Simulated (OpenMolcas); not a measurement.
F3+: CASPT2 settings compared

* Program: OpenMolcas 26.06
* Basis: ANO-R1 [3s2p1d]
* Scalar Hamiltonian: X2C, finite nucleus
* Active space: 4 electrons in 8 orbitals (2s 2p 3s 3p)
* State averaging: 2S+1 = 3 even, 3 roots; 2S+1 = 1 even, 6 roots; 2S+1 = 5 odd, 1 root; 2S+1 = 3 odd, 9 roots; 2S+1 = 1 odd, 8 roots
* Spin-orbit coupling: RASSI with atomic mean-field integrals over the reference wave functions, term energies averaged over their components

Methods on the same reference wave functions:
A. CASSCF
B. SS-CASPT2, IPEA 0.2 Eh, sigma1 regulariser 0.25 Eh (closed shells correlated: 1s)
C. XMS-CASPT2, IPEA 0.2 Eh, imaginary shift 0.2 Eh (closed shells correlated: 1s)
D. XMS-CASPT2, IPEA 0.5 Eh, no level shift (closed shells correlated: 1s)

Energies in eV above 2s² 2p² ³P₀, the measured ground level; measured values from Moore, Atomic Energy Levels, vol. I, NSRDS-NBS 35 (1971 reprint of NBS Circular 467, 1949).

```csv
Level,A,B,C,D,Measured
2s² 2p² ³P₀,0.0000,0.0000,0.0000,0.0000,0.0000
2s² 2p² ³P₁,0.0270,0.0270,0.0270,0.0270,0.0279
2s² 2p² ³P₂,0.0790,0.0789,0.0789,0.0789,0.0761
2s² 2p² ¹D₂,3.4520,3.349,3.349,3.346,3.1295
2s² 2p² ¹S₀,6.4010,6.995,7.033,7.017,6.6386
2s 2p³ ⁵S°₂,7.3878,8.202,8.241,8.225,
2s 2p³ ³D°₁,17.9234,17.617,17.648,17.655,18.3375
2s 2p³ ³D°₂,17.9239,17.618,17.649,17.656,18.3359
2s 2p³ ³D°₃,17.9255,17.619,17.650,17.657,18.3300
2s 2p³ ³P°₀,21.1758,21.257,21.293,21.288,
2s 2p³ ³P°₁,21.1769,21.258,21.294,21.289,21.7272
2s 2p³ ³P°₂,21.1791,21.260,21.296,21.291,21.7266
2s 2p³ ¹D°₂,28.9561,27.764,27.797,27.828,
2s 2p³ ³S°₁,29.4575,28.494,28.532,28.581,
2s 2p³ ¹P°₁,32.2034,31.392,31.429,31.444,31.9123
```

Deviations, from unrounded energies. A percentage is the sum of absolute deviations over the sum of measured energies, with the sign that they share, or ± where signs differ.

| Against measurement | Levels | A | B | C | D |
| --- | --- | --- | --- | --- | --- |
| mean absolute deviation (cm-1) | 10 | 2600 | 3400 | 3200 | 3200 |
| fine structure of the ground term (%) | 2 | ±3.7 | ±3.7 | ±3.7 | ±3.7 |
| other terms of the ground configuration (%) | 2 | ±5.7 | +5.9 | +6.3 | +6.1 |
| other configurations (%) | 6 | ±2.0 | -2.8 | -2.6 | -2.6 |

A lies closest to measurement on these levels and B furthest from it. The largest miss of A in the table is 2s 2p³ ³P°₁, by -4400 cm-1. The ranking rests on the paired levels alone, and a cruder setting can come out closer through cancelling errors.

Among B to D the level of the table that moves most is 2s 2p³ ³S°₁, by 700 cm-1 (lowest in B, highest in D). Moves below CASPT2's spread within the term are not significant.

The mean deviations of B to D differ by less than CASPT2's widest spread within a term (210 cm-1), so their order carries little weight.

From A to B the spin-free energies of the other terms of 2s² 2p² shown, above ³P, scale by factors of 0.97 to 1.09.

The lowest spin-free term lies below A's lowest term by 0.044 hartree in B, 0.046 hartree in C, 0.045 hartree in D.

CASPT2 does not keep the components of a term degenerate, so their means are used; among the terms shown or strongly mixed into the levels shown the widest spread is 210 cm-1 (2s 2p³ ³D°, D). Active for correlation alone: 3p 3s; no level in the range computed is led by a configuration that fills them, so any true level of that kind is missing. The basis is small and was not contracted for so high a charge. Measured partners are found by configuration, term and J. A level has none where our copy of the source lacks it or the pairing is in doubt (some pairs that miss far off the trend of their configuration count as doubtful), and it then counts in no deviation. Only configurations of the active space appear.

° marks odd parity.
